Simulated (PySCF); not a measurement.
AlHCl2, SMILES [AlH]([Cl])[Cl]. Geometry optimised at PBE0-D3(BJ)/def2-TZVP.

TDDFT-M06-2X/def2-SVPD (PySCF 2.14.0) puts the lowest singlet excitations at 6.51, 6.73, 7.29, 7.57, 7.68, 7.70 eV.

Question: What are the lowest excitation roots from ADC(2)/aug-cc-pVDZ (PySCF 2.14.0)? (The exact figures need the calculation; the answer reports its results.)

Answer: 6.94, 7.14, 7.57, 7.82, 7.94, 8.02 eV. S1 differs by 0.42 eV (second minus first; roots are paired by order, and the bases may differ).
